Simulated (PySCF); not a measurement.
# HfBr and its ions

PBE0; basis Hf def2-TZVPPD with ECP60, Br def2-TZVPPD; scalar-relativistic core potentials; PySCF 2.14. Neutral (UKS): doublet (δ ↑), Re = 2.465 Å, ωe = 248 cm⁻¹, HOMO -5.20 eV, LUMO -2.22 eV.

HfBr⁺ (UKS): triplet (σ ↑, δ ↑), Re = 2.376 Å, ωe = 302 cm⁻¹. The energies at the minima are -2621.81439 hartree for HfBr and -2621.56649 for HfBr⁺.

(1) Work out the adiabatic ionisation energy, without and with harmonic zero-point energies (1 hartree = 27.2114 eV, 1 eV = 8065.5 cm⁻¹), and the change of the bond length.

HfBr⁻ (UKS): triplet (π ↑, δ ↑), Re = 2.636 Å, ωe = 168 cm⁻¹. The energies at the minima are -2621.81439 hartree for HfBr and -2621.84237 for HfBr⁻.

(2) Work out the adiabatic electron affinity, without and with harmonic zero-point energies (1 hartree = 27.2114 eV, 1 eV = 8065.5 cm⁻¹), and the change of the bond length.

De is left out where the level can put another filling of the metal’s s and d shells below the measured ground configuration, by anything from nothing to about 1 eV. Spin–orbit coupling is left out, which matters for elements this heavy, above all for dissociation energies. The highest Kohn–Sham level is positive in this anion. Much of that is self-interaction error, but it also means that the finite basis helps to hold the extra electron. With d or f electrons several states lie close, and the lowest PBE0 determinant need not be the measured ground state.

Answers

(1) At PBE0: 0.24790 hartree = 6.746 eV between the minima; the zero-point term (302.0 − 248.0)/2 cm⁻¹ = +0.003 eV makes it 6.749 eV. Re changes by -8.9 pm against the neutral. The electron leaves a σ orbital, and the shorter bond of the ion fits an antibonding orbital, or a change in how ionic the bond is.

(2) At PBE0: 0.02798 hartree = 0.761 eV between the minima; the zero-point term (248.0 − 168.0)/2 cm⁻¹ = +0.005 eV makes it 0.766 eV. Re changes by +17.1 pm against the neutral. The electron enters a π orbital, and the longer bond of the ion fits an antibonding orbital, or a change in how ionic the bond is.
